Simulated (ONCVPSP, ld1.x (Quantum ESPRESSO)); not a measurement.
**Potentials for oxygen (O) compared**

Generated with ld1.x 7.5 (TM, RRKJ, ultrasoft, PAW), atompaw 4.2 or ONCVPSP 4.0.1. The cutoff is in Ry: for ld1.x and atompaw files where the sum of valence levels is converged to 10 mRy in a Bessel basis, for ONCV files where the hardest occupied wave has 1 mHa per electron of residual kinetic energy. The error is the largest all-electron minus pseudo excitation energy over each file’s own four to seven test configurations (ionisations up to +4, promotions, holes and added fractions of an electron), all of which were solved. The labels leave out finer settings (local radius, basis sizes, second energies), which also bear on the numbers. Spin-polarised tests are not counted. The rows are a selection from randomly drawn settings: files with unsolved tests, undetermined cutoffs or missed reference levels are left out.

A true bound ghost makes a file unfit for plane-wave use even where its test errors are small: the radial tests pick states by their node count and pass the ghost by.

| potential | cutoff (Ry) | largest error (meV) | bound ghosts |
| --- | --- | --- | --- |
| TM, LDA (PZ), scalar-relativistic, rc 0.60/1.80 (sp), local smoothed, core correction yes, reference 2s2 2p2 | 200 | +1117 | none |
| ONCV, PBE, non-relativistic, rc 0.80/2.00 (sp), local smoothed, core correction yes, reference 2s2 2p4, qcut 9.3/7.8, projectors 2/2 | 77 | +2318 | none |
| ONCV, PBE, non-relativistic, rc 0.85/1.95 (sp), local smoothed, core correction yes, reference 2s2 2p4, qcut 8.4/6.2, projectors 2/3 | 81 | +2514 | none |
| ONCV, PBE, scalar-relativistic, rc 0.95/1.70 (sp), local smoothed, core correction no, reference 2s2 2p4, qcut 6.7/8.5, projectors 2/2 | 328 | +1322 | none |
| ONCV, LDA (Perdew-Wang 92), scalar-relativistic, rc 0.70/2.10 (sp), local smoothed, core correction yes, reference 2s1.75 2p4.25, qcut 8.4/7.5, projectors 2/1 | 88 | +830 | none |
| ONCV, PBEsol, scalar-relativistic, rc 0.80/1.45 (sp), local smoothed, core correction yes, reference 2s2 2p3, qcut 10.2/9.8, projectors 2/2 | 85 | +433 | none |

Question: Fill in the row for O: ONCV, LDA (Perdew-Wang 92), scalar-relativistic, rc 0.90/1.45/1.25 (spd), local smoothed, core correction yes, reference 2s1.75 2p4.25, qcut 7.8/11.2/6.8, projectors 3/2/3.

Answer: cutoff 113 Ry, largest error +1722 meV, bound ghosts: s.

Question: Fill in the row for O: ONCV, Wu-Cohen, scalar-relativistic, rc 0.80/2.05 (sp), local smoothed, core correction yes, reference 2s1.75 2p4.25, qcut 9.1/7.2, projectors 2/1.

Answer: cutoff 81 Ry, largest error +822 meV, bound ghosts: none.
